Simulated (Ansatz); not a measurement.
Reaction (cleavage of the Si–Si bond): `C[Si](O)(O)[SiH3]` + HBr → `C[Si](O)(O)Br` + SiH₄

Gas-phase electronic energies from Ansatz, PBE0-D4/def2-TZVP geometries. CBS: MP2 limit from def2 TZ/QZ plus the TZ coupled-cluster correction, frozen cores. This one scheme is used for every species. DFT in def2-TZVPP. HSE06 is defined as in plane-wave codes. For Br outer-core shells are correlated without core-valence functions, which leaves a few kJ/mol of doubt a bond. Scalar relativity is left out up to krypton. Each species was taken in one conformer, which may not be the lowest.

`C[Si](O)(O)[SiH3]`:

Cartesian coordinates in Å:
```
C -1.589 0.100 -0.857
Si -0.226 -0.176 0.373
O -0.298 -1.792 0.711
O -0.421 0.740 1.733
Si 1.905 0.434 -0.399
H -2.552 -0.203 -0.436
H -1.420 -0.490 -1.761
H -1.654 1.153 -1.140
H 0.358 -2.140 1.318
H -1.267 0.691 2.184
H 2.010 1.903 -0.620
H 2.202 -0.251 -1.689
H 2.951 0.030 0.583
```

HBr:

Cartesian coordinates in Å:
```
Br 0.693 0.091 -0.126
H -0.693 -0.091 0.126
```

`C[Si](O)(O)Br`:

```xyz
10

C     1.260   -0.660   -0.086
Si   -0.339    0.250   -0.036
O    -1.540   -0.562    0.721
O    -0.072    1.661    0.730
Br   -1.058    0.619   -2.129
H     1.153   -1.602   -0.627
H     1.590   -0.877    0.933
H     2.027   -0.061   -0.580
H    -2.194   -0.996    0.173
H    -0.827    2.226    0.902
```

SiH₄:

Cartesian coordinates in Å:
```
Si 0.000 0.000 0.000
H 0.974 1.110 0.156
H 0.588 -1.056 -0.862
H -1.243 0.516 -0.627
H -0.318 -0.570 1.333
```

```tsv
level	ΔE (kJ/mol)
LDA (SPW92)	-110.9
B97M-V	-121.2
HSE06-D4	-116.9
revPBE	-109.3
r2SCAN0	-128.4
BHLYP	-130.7
CCSD/def2-TZVPP	-123.5
SCS-MP2/def2-QZVPP	-133.1
```

Q: What does CCSD(T)/CBS give? (An estimate is asked.)

A: Computed: -125.6 kJ/mol. The listed levels differ from it by 14.7, 4.4, 8.7, 16.3, -2.8, -5.1, 2.1, -7.5 kJ/mol.

Largest T1 diagnostic among the species: 0.012.

From BLYP to BHLYP (50 % exact exchange), in def2-TZVPP and without D4, ΔE moves by −15.0 kJ/mol. Leaving LDA and LC-ωPBE aside and taking each functional with its dispersion term where it has one, the values, not all of them listed here, spread over 21.0 kJ/mol, from BHLYP-D4 to PBE-D4.

CCSD(T)/CBS has its own doubt, a few kJ/mol and more with outer-core shells, so smaller differences from it don't rank the levels.
